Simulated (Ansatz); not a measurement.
A nudged elastic band was laid between two geometries of BH$_{2}$NaSe (5 atoms, charge 0, multiplicity 1).

Theory: Ansatz, RKS B3LYP/def2-SVP.

| Quantity | Value |
| --- | --- |
| movable images | 9 |
| climbing image | yes |
| spring | 5.0 eV/Å² |
| optimiser | quadratic models (default) |
| start path | through a guess of the saddle point |
| force threshold | 0.05 eV/Å |
| iteration limit | 36 |
| end points | relaxed |

Image 0:

```xyz
5
Properties=species:S:1:pos:R:3
B -0.526 0.118 -0.281
Se 0.645 -1.289 -0.790
Na 1.732 -0.051 1.259
H -1.562 0.352 -0.857
H -0.289 0.870 0.670
```

Image 10:

```xyz
5
Properties=species:S:1:pos:R:3
B 0.177 0.273 0.412
Se -0.273 -0.855 -1.073
Na 2.318 -0.212 1.552
H -1.595 -0.344 -1.565
H -0.628 1.138 0.675
```

Question: What changes between the two ends?

Answer: Bonds broken: B1–H4. Bonds formed: Se2–H4.

Question: What energy profile does the band end with?

Answer: The run converged. The highest image is number 5 of 0 to 10, 335.7 kJ/mol above the first end and 129.3 kJ/mol above the last; the last end lies 206.4 kJ/mol above the first. Neighbouring images differ by up to 1.4 eV, so the band resolves the path poorly. A vibrational analysis at the climbing image gives one clearly imaginary mode, 307i cm⁻¹: a first-order saddle point. The orbitals stay closed-shell, which can raise the energy where a bond breaks towards radicals; this wasn't checked here.

```
image  path coordinate (Å)  energy (kJ/mol)  B1–H4 (Å)  Se2–H4 (Å)
    0                 0.00              0.0       1.21        2.75
    1                 0.41              5.0       1.21        2.69
    2                 0.81             44.6       1.18        2.49
    3                 1.22            156.3       1.16        2.24
    4                 1.62            291.4       1.22        1.97
    5                 2.03            335.7       1.39        1.64
    6                 2.38            326.1       1.79        1.48
    7                 2.73            287.3       2.14        1.45
    8                 3.07            238.7       2.44        1.46
    9                 3.42            211.9       2.66        1.49
   10                 3.77            206.4       2.73        1.50
```

Question: What is the geometry of the highest image?

Answer: 
```xyz
5
Properties=species:S:1:pos:R:3
B -0.118 0.404 0.352
Se 0.209 -1.101 -1.033
Na 1.884 -0.549 1.222
H -0.882 0.101 -0.765
H -1.092 1.146 0.223
```

The run took 6.6 min on 1 thread of Intel(R) Xeon(R) Platinum 8375C CPU @ 2.90GHz (Ice Lake), with other jobs on the host, peak memory 0.17 GiB.
